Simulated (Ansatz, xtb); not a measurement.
## C5H6F3N: which of two isomers lies lower

Structure X: `[H]/N=C(/C(=C)C)C(F)(F)F`, a singlet. Structure Y: `FC(F)[C@]1(F)C=NCC1`, a singlet. Both are isolated molecules in the gas phase, relaxed with r2SCAN-D4/def2-SVP, each in the lowest conformer that the search found.

Task: Estimate E(Y) − E(X) at the level CCSD(T)/def2-SVP + ΔMP2/def2-TZVPP.

Result: Too close to call at this level: CCSD(T)/def2-SVP + ΔMP2/def2-TZVPP gives E(Y) − E(X) = −0.019 eV.

Level by level:

| level | geometry | E(Y) − E(X) (eV) | departure from the last row (eV) | job, with rough time for the two |
| --- | --- | --- | --- | --- |
| GFN2-xTB | GFN2-xTB | −0.913 | −0.894 | optimisation, 0.12 s |
| HF/STO-3G | GFN2-xTB | −1.419 | −1.400 | single point, 0.4 s |
| r2SCAN-D4/def2-SVP//GFN2-xTB | GFN2-xTB | +0.102 | +0.121 | single point, 4.1 s |
| r2SCAN-D4/def2-SVP | r2SCAN-D4/def2-SVP | +0.103 | +0.122 | optimisation, 46 s |
| HF/def2-SVP | r2SCAN-D4/def2-SVP | +0.012 | +0.032 | part of the CCSD(T) run |
| MP2/def2-SVP | r2SCAN-D4/def2-SVP | +0.075 | +0.094 | part of the CCSD(T) run |
| CCSD(T)/def2-SVP | r2SCAN-D4/def2-SVP | +0.087 | +0.106 | single point |
| CCSD(T)/def2-SVP + ΔMP2/def2-TZVPP | r2SCAN-D4/def2-SVP | −0.019 |  | single point, 2.6 min |

As drawn, Y has 1 C–C, 1 C–N, 1 C–H in place of 1 N–H, 1 C=C. Structure X has no ring, Y a 5-membered ring.

The largest departure from CCSD(T)/def2-SVP + ΔMP2/def2-TZVPP is that of HF/STO-3G, 1.400 eV. The last row adds to CCSD(T) the change of the MP2 difference between the two basis sets, here −0.106 eV.

With thermal terms from frequencies at re-optimised GFN2-xTB minima (ideal gas, soft modes damped towards free rotors, one conformer each, 298.15 K, 1 atm): on the last row, ΔE + ΔZPE = +0.056, ΔH = +0.021, ΔG = +0.085 eV.

The correlated steps freeze 9 core orbitals. Mirror images aren't counted in ΔG. Codes used: Ansatz 0.2.0, xtb 6.7.1; the last row on 4 threads of Arm Neoverse V2 on a shared host.
